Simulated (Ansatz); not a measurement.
Geometry optimisation, RKS BLYP/def2-SVP (Ansatz 0.2.0).

The input (input.yaml):

```yaml
crystal:
  periodic: [false, false, false]
  atoms:
    - { symbol: B, position_ang: [0.130062, 0.455754, -0.445905] }
    - { symbol: O, position_ang: [0.051915, -0.119407, 2.094108] }
    - { symbol: H, position_ang: [-0.897227, -0.285433, 2.268147] }
    - { symbol: Cl, position_ang: [1.630529, -0.283262, -1.018474] }
    - { symbol: H, position_ang: [-0.934302, -0.06424, -0.67324] }
    - { symbol: F, position_ang: [0.182299, 1.685789, 0.064472] }
    - { symbol: H, position_ang: [0.093323, 0.869199, 2.023991] }
basis:
  gaussian: { orbitals: def2-SVP }
hamiltonian:
  xc: blyp
relax:
  f_tol: 0.03
  max_steps: 50
```

Command:

```bash
$ ansatz run input.yaml --threads 1 --pin off --max-ram 2048MiB --backend cpu --events-out ev --progress --plain --runs-dir out
```

Where does it end, and by what steps?

It converged. The force dipped under the threshold on the way, but the program's further checks kept it going. After 24 steps the energy has fallen by 0.249 eV; H7 moved furthest, 1.22 Å. Joined: B1–O2 (2.61 → 1.77 Å).

```
step  energy less start (eV)  largest force component (eV/Å)  accepted
   0                  0.0000                           0.602       yes
   1                 -0.0084                           1.036       yes
   2                 -0.0653                           1.081       yes
   3                 -0.0936                           1.161       yes
   4                 -0.1234                           0.911       yes
   5                 -0.1419                           0.399       yes
   6                 -0.1475                           0.192       yes
   7                 -0.1517                           0.133       yes
   8                 -0.1533                           0.076       yes
   9                 -0.1552                           0.157       yes
  10                 -0.1559                           0.359       yes
  11                 -0.1602                           0.182       yes
  12                 -0.1665                           0.113       yes
  13                 -0.1735                           0.359       yes
  14                 -0.1952                           0.160       yes
  15                 -0.1948                           0.762        no
  16                 -0.2086                           0.116       yes
  17                 -0.2224                           0.149       yes
  18                 -0.2250                           0.655       yes
  19                 -0.2463                           0.077       yes
  20                 -0.2405                           0.288        no
  21                 -0.2480                           0.021       yes
  22                 -0.2489                           0.078       yes
  23                 -0.2492                           0.039       yes
  24                 -0.2494                           0.008       yes
```

```xyz
7
Properties=species:S:1:pos:R:3
B -0.079 0.374 -0.107
O -0.273 -0.068 1.592
H -0.564 0.766 2.025
Cl 1.748 0.084 -0.303
H -0.804 -0.397 -0.694
F -0.439 1.693 -0.067
H 0.667 -0.194 1.866
```

Whether the end is a true minimum wasn't checked by a vibrational analysis.

The run took 67 s on 1 thread of Arm Neoverse V1 (shared host), peak memory 0.14 GiB.
